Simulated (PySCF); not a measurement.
**Nuclear quadrupole coupling in `FC[C@@H]1O[C@H](F)[C@@H]1C1CC1`**

Species: C₇H₁₀F₂O.
Structure used (GFN2-xTB), in Å, numbered top down from 1:
```
atom  x, y, z in Å
F1     1.8519   -1.9668   -0.2757
C2     2.0769   -0.6512    0.0359
C3     1.2872    0.2507   -0.9039
O4     1.6699    1.6276   -0.7495
C5     0.4324    1.9874   -0.2139
F6     0.5357    2.2476    1.1289
C7    -0.1729    0.6077   -0.5223
C8    -0.8516   -0.1372    0.5915
C9    -1.3616   -1.5239    0.3260
C10   -2.3277   -0.3976    0.5115
H11    1.7942   -0.5067    1.0813
H12    3.1463   -0.4584   -0.0964
H13    1.4320   -0.0889   -1.9345
H14   -0.0025    2.8870   -0.6631
H15   -0.8112    0.6439   -1.4057
H16   -0.4465    0.0673    1.5741
H17   -1.2284   -1.9263   -0.6661
H18   -1.2648   -2.2615    1.1068
H19   -2.8996   -0.3529    1.4249
H20   -2.8647   -0.0370   -0.3529
```

Field gradients from the PBE0/pcSseg-1 density (PySCF, non-relativistic), principal values in atomic units, ordered |Vxx| ≤ |Vyy| ≤ |Vzz|:

```tsv
atom	Vxx	Vyy	Vzz
O4	0.0090	1.7178	-1.7268
```

Q: Find the asymmetry η = (Vxx − Vyy)/Vzz and the couplings χ = eQV/h (234.96 MHz × Q in barn × V in au), with Q(17O) = −0.0256 b.

A: 
| atom | environment | nucleus | η | χzz (MHz) | χxx (MHz) | χyy (MHz) |
| --- | --- | --- | --- | --- | --- | --- |
| O4 | cyclic ether oxygen | 17O | 0.99 | 10.39 | -0.05 | -10.33 |

At O4 η is above 0.9: Vyy and Vzz are nearly equal in size and opposite in sign, so a small change could swap them and flip the sign of χzz. 

Q: What is Vzz at O4 in SI units (1 au = 9.71736 × 10²¹ V/m²)?

A: -1.7268 au = -16.780 × 10²¹ V/m².

Q: And the gradient at the other heavy atoms, for which no coupling is worked out here?

A: 
| atom | environment | Vzz (au) | η |
| --- | --- | --- | --- |
| F1 | alkyl fluorine | 3.081 | 0.05 |
| C2 | sp3 C–F carbon | 0.536 | 0.17 |
| C3 | sp3 carbon bound to oxygen | 0.386 | 0.19 |
| C5 | sp3 C–F carbon | -0.442 | 0.94 |
| F6 | alkyl fluorine | 2.819 | 0.09 |
| C7 | four-membered-ring carbon | 0.066 | 0.84 |
| C8 | three-membered-ring carbon | 0.194 | 0.49 |
| C9 | three-membered-ring carbon | 0.183 | 0.04 |
| C10 | three-membered-ring carbon | 0.183 | 0.13 |

Were the hydrogens deuterons (Q(2H) = 0.00286 b), χzz would run from 190 kHz (H14) to 224 kHz (H18, H19 and H17).

The structure is a single GFN2-xTB conformer in the gas phase; no vibrational or solvent corrections. GFN2-xTB bond lengths can be off by several hundredths of an ångström, more for odd bonds, and the gradients follow them. The basis is small and wasn't made for field gradients, so the couplings can be 20 % off.
